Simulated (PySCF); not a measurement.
Cost against size for one kind of job: PySCF 2.14.0, PBE0-D3(BJ)/def2-SVP geometry optimisation, gas phase; work: geometry optimisation from a GFN2-xTB start. Hardware: an Arm Neoverse V1 with one thread, shared host. Times come from a shared host and carry two figures at best.

```tsv
species (SMILES)	atoms	electrons	basis functions	SCF cycles	gradient evaluations	wall time
FBCl	4	32	51	39	6	3.8 s
C1CO[SiH2]O1	11	48	104	55	9	?
N#Cc1cccnc1	12	54	132	24	3	19 s
N#Cc1cccc[s+]1	12	62	136	41	6	46 s
B[AsH]C(C)C	15	66	138	57	9	50 s
C[BH2-][S@@+](C)CC	19	58	153	37	6	59 s
```

Estimate the withheld figures.

`C1CO[SiH2]O1`: 30 s.

With all rows, how does the wall time grow with the number of basis functions N?

A straight line through log(time) against log(N) has slope 2.4 between N = 51 and 153, and the rows scatter about it by a factor of about 1.5 (standard error of the fit). This is a fit to these rows, whose iteration counts differ, not the method's formal scaling.

Which species took longest, and how many times the shortest run?

`C[BH2-][S@@+](C)CC`, at 59 s: about 16 times the shortest (3.8 s).
